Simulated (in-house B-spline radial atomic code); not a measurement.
**Ionising W⁶⁺ with different functionals**

Computed with a B-spline radial code for spherical atoms: four-component Dirac-Coulomb Hamiltonian, Fermi nucleus of rms radius 5.3658 fm, spin-restricted, spherical fractional occupations for the functionals. The ionisation energy is the difference of two self-consistent energies, [Xe] 4f14 → [Xe] 4f13, without Breit or QED terms; ε is the level of the shell that loses the electron (mean over j). The electron is taken from both j subshells in proportion to 2j + 1, so the result is a j average, not the step between ground levels.

Hybrids are left out here: with spherical fractional occupations of an open shell their exact exchange keeps a self-interaction that integer-occupation calculations don't have.

```csv
method,rung,ΔSCF (eV),-ε(4f) (eV)
LDA VWN5,LDA,123.39,109.40
relativistic LDA,LDA,123.63,109.64
LDA PW92,LDA,123.37,109.39
LDA exchange-only,LDA,121.20,107.25
PBE,GGA,122.96,108.98
PBEsol,GGA,123.03,109.05
BLYP,GGA,?,?
RPBE,GGA,122.89,108.91
PW91,GGA,123.09,109.10
BP86,GGA,?,?
AM05,GGA,123.13,109.14
OLYP,GGA,123.96,109.91
```

Question: What does BLYP give?

Answer: ΔSCF 122.70 eV, and -ε(4f) = 108.73 eV.

Question: What does BP86 give?

Answer: ΔSCF 123.08 eV, and -ε(4f) = 109.09 eV.

Question: How do they compare with the NIST value?

Answer: NIST lists 122.01 eV ± 0.06 (semi-empirical, ground level to ground level). Errors run from -0.81 to +1.95 eV; BLYP is closest (+0.69 eV), but part of that can be cancellation, since the calculations leave out Breit-QED terms, spin polarisation, the choice among j levels, multiplet and fine-structure energies.
